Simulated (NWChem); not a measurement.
## Ionisation of CHCl

```xyz
3

C      1.0579    -0.5466     0.0000
Cl    -0.4752     0.1724     0.0000
H      1.7315     0.3489     0.0000
```
Charge 0, spin multiplicity 1.

Everything below was run with NWChem. Structure: optimised with PBE0/def2-SVP, a minimum by its harmonic frequencies.

Basis set: def2-TZVP. −ε marks an orbital energy of the parent.

The structure started from a generated list of species.

Task: Order these methods by the first vertical ionisation energy they give, lowest first: −ε(HOMO) of CAM-B3LYP, G0W0@PBE0, −ε(HOMO) of HF, −ε(HOMO) of PBE.

Result: −ε(HOMO) of PBE (5.65 eV), −ε(HOMO) of CAM-B3LYP (8.51 eV), G0W0@PBE0 (9.54 eV), −ε(HOMO) of HF (10.50 eV)
